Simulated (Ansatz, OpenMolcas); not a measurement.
# CH5GaO (SMILES C[O][GaH2]): methods side by side

CH5GaO has 8 atoms, charge 0, and is taken as a singlet. SMILES: `C[O][GaH2]`. The coordinates come from a PBE0-D4/def2-TZVP relaxation.

```xyz
8

C    -0.6168    0.9726   -0.4229
O    -0.7053   -0.2735    0.2135
Ga    0.7032   -1.3020    0.5793
H    -1.2002    0.9620   -1.3506
H     0.4142    1.2562   -0.6766
H    -1.0306    1.7542    0.2243
H     2.0939   -0.7328    0.1429
H     0.3417   -2.6367    1.2901
```

Quantity: the vertical ionisation energy (to the doublet cation), in eV. The values are calculated.

```csv
level,kind,program,value (eV),less CCSD(T)/cc-pVDZ,CPU time (all runs)
HF/cc-pVDZ,Hartree–Fock,Ansatz,8.80,-1.21,13 s
r2SCAN/cc-pVDZ,meta-GGA,Ansatz,9.93,-0.08,71 s
PBE0/cc-pVDZ,global hybrid,Ansatz,10.02,+0.01,55 s
B2PLYP/cc-pVDZ,double hybrid,Ansatz,10.09,+0.08,45 s
RPA@PBE0/cc-pVDZ,RPA,Ansatz,10.08,+0.07,75 s
BCCD(T)/cc-pVDZ,coupled cluster or CI,Ansatz,10.01,0.00,2.2 min
"CCSD(T)/cc-pVDZ, open shells restricted",coupled cluster or CI,OpenMolcas,10.01,0.00,1.8 min
CCSD(T)/cc-pVDZ,coupled cluster or CI,Ansatz,10.01,0.00,1.9 min
```

Differences are taken from CCSD(T)/cc-pVDZ, open shells restricted for orientation; it has basis-set and higher-order errors of its own. All-electron rows without a relativistic Hamiltonian named are non-relativistic. The values span 8.80 to 10.09 eV. In the correlated wave-function rows the outer d shell of Ga is correlated, in sets not made for it. Times are those of the runs behind each value, whatever else they computed, on shared processors of several kinds: orders of magnitude only.
